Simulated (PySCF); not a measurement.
SMILES C=CCB(O)O (C3H7BO2), B3LYP/def2-SVP optimised geometry.

```
13

B      1.26    -0.48     0.00
C      0.49     0.92     0.00
C     -0.89     0.81    -0.59
C     -2.02     0.61     0.10
H      1.10     1.67    -0.53
H      0.44     1.24     1.06
H     -0.95     0.85    -1.68
H     -2.03     0.58     1.19
H     -2.99     0.50    -0.41
O      2.63    -0.48     0.00
H      2.99    -1.37     0.03
O      0.60    -1.67     0.03
H     -0.36    -1.55     0.01
```

Density from B3LYP/def2-TZVP (PySCF 2.14.0) at that geometry.

Minimum of the electron density along straight lines between bonded atoms, close to the bond critical point (lines longer than 1.1 times the sum of covalent radii, or with two minima, are not listed):

| bond | length / Å | ρ at the minimum / e bohr⁻³ | ∇²ρ there / e bohr⁻⁵ | position (fraction from the first atom) |
|---|---|---|---|---|
| B1–C2 | 1.596 | 0.184 | -0.40 | 0.34 |
| C2–C3 | 1.501 | 0.258 | -0.67 | 0.49 |
| C3–C4 | 1.340 | 0.349 | -1.06 | 0.51 |
| C2–H5 | 1.102 | 0.270 | -0.90 | 0.64 |
| C2–H6 | 1.107 | 0.265 | -0.86 | 0.64 |
| C3–H7 | 1.099 | 0.278 | -0.97 | 0.64 |
| C4–H8 | 1.096 | 0.277 | -0.96 | 0.64 |
| C4–H9 | 1.094 | 0.279 | -0.97 | 0.65 |
| B1–O10 | 1.361 | 0.212 | 0.89 | 0.33 |
| O10–H11 | 0.967 | 0.354 | -2.38 | 0.80 |
| B1–O12 | 1.364 | 0.210 | 0.88 | 0.33 |
| O12–H13 | 0.969 | 0.352 | -2.38 | 0.81 |
